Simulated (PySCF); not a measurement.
Computed spin Hamiltonian

Species: C4H2FN2 (doublet state).
Geometry (GFN2-xTB, Å), atoms numbered from 1 in this order:
```
atom  x, y, z in Å
N1    -2.247    2.125    0.393
C2    -1.939    1.054    0.100
C3    -1.586   -0.238   -0.266
N4    -0.350   -0.650   -0.355
C5     0.819   -0.395   -0.543
C6     2.112   -0.373   -0.764
F7     2.967    0.254    0.073
H8    -2.362   -0.977   -0.402
H9     2.600   -0.795   -1.629
```

As a line formula: `N#C/C=N\[C]=C\F` [radical].

Computed with PySCF, UKS B3LYP, pcH-1 on C F H N, non-relativistic, mean-field spin-orbit, GIAO. Geometry: GFN2-xTB; no solvent, vibrations or thermal averaging. A GFN2-xTB geometry isn't a minimum of the functional, and hyperfine couplings can be far from their values at a DFT geometry. The frame is twisted about the C3–N4 bond at this geometry (dihedral C2–C3–N4–C5 = -27°); couplings at other torsion angles weren't computed. The SCF solution wasn't tested for stability.

```
g1, g2, g3                      : 2.00197, 2.00323, 2.00333
g_iso                           : 2.00285
Form of g                       : close to axial: the two nearest values differ by 7 % of g3 − g1
⟨S²⟩                            : 0.7649 (exact 0.7500)
α and β electrons               : 25, 24
HOMO–LUMO gap, α and β orbitals : 4.08, 3.14 eV
Total energy                    : -362.84909 Eh
```

Isotropic coupling and dipolar principal values T1 to T3, in mT; ρ(0) is the spin density at the nucleus (MHz turned into mT with g_iso):

```tsv
atom	isotope	a_iso	T1	T2	T3	Mulliken spin population	ρ(0) (bohr⁻³)
N1	14N	0.18	-0.36	-0.29	0.65	0.21	0.0158
C2	13C	-0.77	-0.43	-0.04	0.48	-0.11	-0.0193
C3	13C	1.49	-1.39	-1.37	2.76	0.46	0.0372
N4	14N	0.39	-0.54	-0.17	0.71	0.06	0.0337
C5	13C	0.25	-1.15	-0.52	1.67	0.17	0.0063
C6	13C	0.17	-0.71	-0.62	1.33	0.19	0.0043
F7	19F	4.72	-4.35	-3.15	7.50	0.03	0.0315
H8	1H	-0.54	-0.62	-0.14	0.76	-0.01	-0.0034
H9	1H	0.35	-0.34	-0.09	0.42	0.00	0.0022
```

The Mulliken spin populations are largest on C3 (+0.46), N1 (+0.21), C6 (+0.19) and C5 (+0.17). Four atoms exceed +0.15.

C5, the radical centre as drawn in `N#C/C=N\[C]=C\F`, holds a spin population of +0.17 out of 1.

Axes: g2 points within 5° of the C6–H9 bond.

Under fast tumbling the dipolar parts average out, and these isotropic splittings remain: 1 × 19F (F7, I = 1/2, 2 lines) with 4.72 mT, 1 × 1H (H8, I = 1/2, 2 lines) with 0.54 mT, 1 × 14N (N4, I = 1, 3 lines) with 0.39 mT, 1 × 1H (H9, I = 1/2, 2 lines) with 0.35 mT and 1 × 14N (N1, I = 1, 3 lines) with 0.18 mT.

The 13C coupling of C3 (41.8 MHz) shows only in satellite lines or after enrichment, since that isotope makes up about 1.07 % of natural carbon.

The spin density at the nucleus, in bohr⁻³, is negative for C2 (-0.0193) and H8 (-0.0034), for instance. A restricted open-shell determinant has no negative spin density anywhere; here it arises because α and β orbitals differ (spin polarisation).

Hardware: one thread of an Arm Neoverse V2, no GPU (shared host). Cost: 32 s of wall time (with the writing of density and orbital grids), 0.73 GiB resident at most.
